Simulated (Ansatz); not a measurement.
A structure relaxed at PBE-D4/def2-SVP in Ansatz, charge 1, singlet:

```xyz
25

As    1.8537    0.0928    1.0309
Ge    0.5314   -0.8658   -2.6062
Ge   -1.5795   -1.9119    1.2885
Ge   -1.3800    1.8492   -0.2513
Ge    0.6164   -1.6020    2.3258
Ge    2.5364   -0.6572   -1.2166
Ge    0.6931    2.2657    0.9821
Ge   -0.8056    1.1808   -2.5356
Ge   -2.7227    0.2310    1.0029
H     3.1561    0.3116    1.7948
H    -0.2492   -2.1013   -2.0890
H     1.0634   -1.1404   -4.0368
H    -2.3550   -2.8396    2.2595
H    -1.3428   -2.6407   -0.0591
H    -2.1081    3.2247   -0.2769
H     1.5745   -2.8195    2.2925
H     0.5895   -0.9586    3.7357
H     3.3071   -1.9677   -0.9160
H     3.5108    0.4719   -1.6388
H     1.7297    3.1921    0.2970
H     0.5453    2.6085    2.4863
H     0.0149    2.3249   -3.1869
H    -2.1148    0.9433   -3.3318
H    -3.0137    0.8222    2.4073
H    -4.0511   -0.0140    0.2415
```

Question: Give its formula and point group.

Answer: Ge₈AsH₁₆⁺, a doped cluster cut from the lattice of germanium (As on a surface site). Point group Cs (tolerance 0.1 Å).

Question: Summarise the bond lengths by kind (pairs closer than 1.2 times the sum of covalent radii, bridged metal pairs left out).

Answer: 7 × Ge–Ge 2.45 Å; 3 × As–Ge 2.46 to 2.47 Å; 15 × Ge–H 1.55 to 1.56 Å; 1 × As–H 1.53 Å.
